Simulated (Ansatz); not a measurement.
Born–Oppenheimer molecular dynamics of Cl₂H₂Zn (5 atoms, charge 0, multiplicity 1). It starts at the highest image of a converged band, a first-order saddle point between two minima.

All numbers below come from RKS BHLYP-D4/def2-SVP (Ansatz).

- ensemble: NVE (velocity Verlet)
- time step: 0.5 fs
- steps asked: 200
- starting velocities drawn for: 300 K
- seed: 3701

First frame:

```xyz
5
Properties=species:S:1:pos:R:3
Zn -0.616 0.000 -0.132
Cl 0.191 0.000 2.187
Cl 0.378 0.000 -1.999
H -2.001 0.000 0.822
H -1.237 0.000 1.627
```

**Question.** How far do the bonds stretch over the last three quarters of this one trajectory? (Pairs bonded in most of those frames.)

**Answer.** 
```tsv
bond	mean (Å)	spread (Å)	shortest	longest
Zn1–Cl2	2.146	0.153	1.90	2.34
Zn1–Cl3	2.107	0.078	1.98	2.28
H4–H5	0.755	0.011	0.74	0.77
```

Mean temperature of the second half: 3115 K. The conserved energy stayed within 0.055 meV per atom of its start (net change -0.019 meV per atom), so the integration is sound. The kinetic energy rose, since the run started high on the potential surface and went downhill. It ends in pieces (Cl2Zn + H2), so much of that is their flight and rotation, not heat. A run of 0.1 ps of so small a system gives no equilibrium averages. The orbitals stay closed-shell, which can raise the energy where a bond breaks towards radicals; this wasn't checked here.

Run time: 9.2 min on 1 thread of Arm Neoverse V1, on a shared host, peak memory 0.18 GiB.
